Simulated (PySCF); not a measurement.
Computed shifts of a molecule C₃H₁₁NSi, HF/pcSseg-1 run with PySCF, GIAO, gas phase, equivalent atoms averaged, in ppm (number of nuclei): ²⁹Si: -56.5 (1). ¹⁵N: 24.8 (1). ¹³C: 41.1 (1), 30.0 (1), 25.4 (1). ¹H: 4.43 (3), 2.93 (1), 1.46 (3), 1.35 (3), 0.00 (1). References: ²⁹Si against TMS (σ = 393.8 ppm); ¹⁵N against NH3 (σ = 267.3 ppm); ¹³C against TMS (σ = 192.6 ppm); ¹H against TMS (σ = 31.99 ppm), references at their B3LYP-D3(BJ)/def2-TZVP geometries, non-relativistic. Geometry optimised at PBE0-D3(BJ)/def2-SVP. Other conformers were not sampled.

Pick the molecule that these values belong to.
A) CC(C)N[SiH3]
B) C[SiH2]N(C)C
C) C[SiH2][C@H](C)N
D) C[SiH](C)CN

A, CC(C)N[SiH3]
